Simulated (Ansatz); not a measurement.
Reaction (homolysis of the B–S bond): `FB(S)S` → `F[B]S`• + `[SH]`•

Program: Ansatz. Geometries: PBE0-D4/def2-TZVP. ΔE: electronic, gas phase. CBS: MP2 limit from def2 TZ/QZ plus the TZ coupled-cluster correction, frozen cores. This one scheme is used for every species. DFT in def2-TZVPP. B3LYP here is the variant with VWN-RPA as its local correlation; programs differ in this. No spin–orbit coupling; open shells (•) take unrestricted orbitals. Each species was taken in one conformer, which may not be the lowest.

`FB(S)S`:

Cartesian coordinates in Å:
```
F 0.368 1.022 -0.804
B 0.006 0.018 -0.014
S -0.251 0.288 1.752
S -0.235 -1.639 -0.689
H 0.044 1.598 1.704
H 0.068 -1.287 -1.949
```

`F[B]S`•:

Cartesian coordinates in Å:
```
F -0.815 -0.911 1.397
B -0.307 0.058 0.682
S 0.399 -0.217 -0.942
H 0.723 1.070 -1.136
```

`[SH]`•:

Cartesian coordinates in Å:
```
S 0.099 -0.665 -0.032
H -0.099 0.665 0.032
```

CCSD(T)/CBS gives +106.4 kcal/mol.

**Question.** Another level gave +99.4 kcal/mol. Which?
A. PBE-QIDH/def2-TZVPP
B. CAM-B3LYP/def2-TZVPP
C. RPA@PBE/def2-TZVPP
D. B3LYP/def2-TZVPP

**Answer.** D. B3LYP 99.4, CAM-B3LYP 101.2, RPA@PBE/def2-TZVPP 97.7, PBE-QIDH 105.9 kcal/mol.

**Question.** What do rigid-rotor, harmonic-oscillator terms from PBE0-D4/def2-TZVP frequencies (298.15 K, 1 bar) make of the CCSD(T)/CBS value? (Best estimate.)

**Answer.** Computed: ΔZPE = -3.4 kcal/mol, ΔH = +104.0 kcal/mol, ΔS = 165 J/(mol·K), ΔG = +92.2 kcal/mol. Open shells count their whole term as degenerate.

Largest T1 diagnostic among the species: 0.017.

Leaving LDA and LC-ωPBE aside and taking each functional with its dispersion term where it has one, the values, not all of them listed here, spread over 7.3 kcal/mol, from BHLYP-D4 to ωB97M-V. LDA lies +16.2 kcal/mol from PBE without D4, its usual overbinding. From BLYP to BHLYP (50 % exact exchange), in def2-TZVPP and without D4, ΔE moves by +1.0 kcal/mol.
